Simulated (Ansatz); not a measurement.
One change: `[SH][GaH2]` becomes `[OH][GaH][SH]`.

Ansatz, PBE0-D4/def2-TZVP geometries, multiplicity 1. Each molecule was computed in one conformer, which needn't be the lowest.

Scalar relativity is left out up to krypton.

| property | `[SH][GaH2]` |
| --- | --- |
| HOMO energy (B3LYP/def2-TZVPP) / eV | -7.49 |
| size of the dipole moment (ωB97M-V/def2-TZVPP) / D | 1.16 |
| HOMO–LUMO gap (PBE0/def2-TZVPP) / eV | 6.22 |
| LUMO energy (B3LYP/def2-TZVPP) / eV | -1.77 |
| LUMO energy (PBE0/def2-TZVPP) / eV | -1.51 |
| HOMO–LUMO gap (B3LYP/def2-TZVPP) / eV | 5.72 |

What does the change do to each property? (Best estimate.)

Ansatz gave: 
| property | `[OH][GaH][SH]` | shift |
| --- | --- | --- |
| HOMO energy (B3LYP/def2-TZVPP) / eV | -7.41 | 0.08 |
| size of the dipole moment (ωB97M-V/def2-TZVPP) / D | 1.80 | 0.64 |
| HOMO–LUMO gap (PBE0/def2-TZVPP) / eV | 6.80 | 0.58 |
| LUMO energy (B3LYP/def2-TZVPP) / eV | -1.13 | 0.64 |
| LUMO energy (PBE0/def2-TZVPP) / eV | -0.87 | 0.64 |
| HOMO–LUMO gap (B3LYP/def2-TZVPP) / eV | 6.28 | 0.56 |

With PBE0 the HOMO rises by 0.07 eV and the LUMO rises by 0.64 eV, so the gap widens by about 0.57 eV. PBE moves the HOMO by 0.15 eV and ωB97M-V by 0.05 eV. The zero-point energy changes by 18.6 kJ/mol with +3 modes. Dipoles are sizes alone; their direction can turn.

B3LYP here is the variant with VWN-RPA as its local correlation; programs differ in this.
